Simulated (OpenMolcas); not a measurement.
**Gd3+: effect of the metal basis and ligand basis**

Gd3+ with 6 ligands (chloride) in octahedral coordination (Oh) at 2.7 Å. A charge of +0.5 e stands 2.8 Å behind each ligand.

| Quantity | Value |
| --- | --- |
| Program | OpenMolcas 26.06 |
| Method | CASSCF |
| Spin-orbit coupling | RASSI with atomic mean-field integrals over the reference wave functions |

Fixed: active space 7 electrons in 7 orbitals (4f), DKH2 Hamiltonian.

States (labels of O, the rotations of Oh). Energies in cm-1 above the lowest state or level, χT in cm3 K/mol.

```csv
Run,Metal basis,Ligand basis,Ground state,χT at 300 K,Cost
A,ANO-RCC-VDZP,ANO-RCC-VDZP,8A1,7.851,roughly 3 core-minutes
B,ANO-RCC-VTZP,ANO-RCC-VTZP,8A1,7.852,roughly 4 core-minutes
```

Costs are those of the RASSCF and RASSI steps.

No quartet enters the spin-orbit mixing, so the splitting and order within the octet and the sextets are unsound, and g values and χT are rough. No measured value stands beside these numbers; the geometry was imposed, not optimised, and the real ion may take another.
